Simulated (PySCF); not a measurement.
**Calculated NMR parameters of C=CC1CCCCC1**

```yaml
Formula: C8H14
SMILES: C=CC1CCCCC1
Point_group_of_the_computed_structure: Cs
Degrees_of_unsaturation: 2
Carbon_signals: 6
Proton_signals: 10
```

Atom-mapped SMILES (the numbers label the heavy atoms): `[CH2:1]=[CH:2][CH:3]1[CH2:4][CH2:5][CH2:6][CH2:7][CH2:8]1` (H(Xn): hydrogen on atom n). Ha(C4), Ha(C5), Ha(C6), Ha(C7), Ha(C8) are cis to C2 on the ring; Ha(C1) is cis to C3; Hb(C4), Hb(C5), Hb(C6), Hb(C7), Hb(C8) are trans to C2 on the ring; Hb(C1) is trans to C3.

Computed data (PySCF): structure optimised with PBE0-D3(BJ)/def2-SVP, shieldings: GIAO PBE0/pcSseg-1. Single conformer, non-relativistic Hamiltonian, fast rotation and ring inversion assumed for equivalent nuclei, gas phase.

δ = σ(ref) − σ, references computed at the same level: ¹H (σref 31.27), ¹³C (σref 184.41) against TMS.

| carbon | δC, type | δH (multiplicity) | HMBC from (2–3 bonds) | span of the C tensor (ppm) |
| --- | --- | --- | --- | --- |
| C1 | 120.1, CH2 | Ha(C1) 5.31 (m); Hb(C1) 5.13 (m) | H(C2), H(C3) | 200 |
| C2 | 154.9, CH | 5.80 (m) | Ha(C1), Hb(C1), H(C3), Hb(C4)/Hb(C8), Ha(C4)/Ha(C8) | 240 |
| C3 | 47.1, CH | 1.59 (m) | H(C2), Ha(C1), Hb(C1), Ha(C5)/Ha(C7), Hb(C4)/Hb(C8), Hb(C5)/Hb(C7), Ha(C4)/Ha(C8) | 31 |
| C4/C8 | 35.4, CH2 | Ha(C4) 0.94 (m); Hb(C4) 1.50 (m) | H(C2), Ha(C5)/Ha(C7), H(C3), Hb(C6), Hb(C4)/Hb(C8), Hb(C5)/Hb(C7), Ha(C6), Ha(C4)/Ha(C8) | 17 |
| C5/C7 | 28.1, CH2 | Ha(C5) 1.63 (m); Hb(C5) 1.20 (m) | Ha(C5)/Ha(C7), H(C3), Hb(C6), Hb(C4)/Hb(C8), Hb(C5)/Hb(C7), Ha(C6), Ha(C4)/Ha(C8) | 7 |
| C6 | 28.1, CH2 | Ha(C6) 1.06 (m); Hb(C6) 1.52 (m) | Ha(C5)/Ha(C7), Hb(C4)/Hb(C8), Hb(C5)/Hb(C7), Ha(C4)/Ha(C8) | 9 |

- Carbon types of the structure: 2 × CH, 6 × CH2, which accounts for all hydrogens.
- δC 154.9: alkene CH; an sp2 carbon of a C=C bond.
- δC 120.1: terminal =CH2 carbon; the olefinic region.
- δH 5.80: hydrogen on an alkene CH; a vinylic proton, deshielded by the sp2 carbon and the C=C anisotropy.
- δH 5.31, 5.13: hydrogen on a terminal =CH2 carbon; olefinic region.
- δH 1.59: hydrogen on an allylic sp3 CH; allylic position.

Shifts are as computed. Against solution values, carbons near 30 ppm lie about +2 ppm off and those near 130 ppm about +5 ppm. Of 1211 compounds with measured shifts, 218 miss one by over three times the rms of a fit or turn the order of signals round; such compounds aren't used in these exercises. No couplings were computed; multiplicities are counted from neighbouring protons, with m where these are inequivalent, close in shift, in a saturated or five-membered ring or joined by F or P, and br s for small geminal =CH2 splittings.
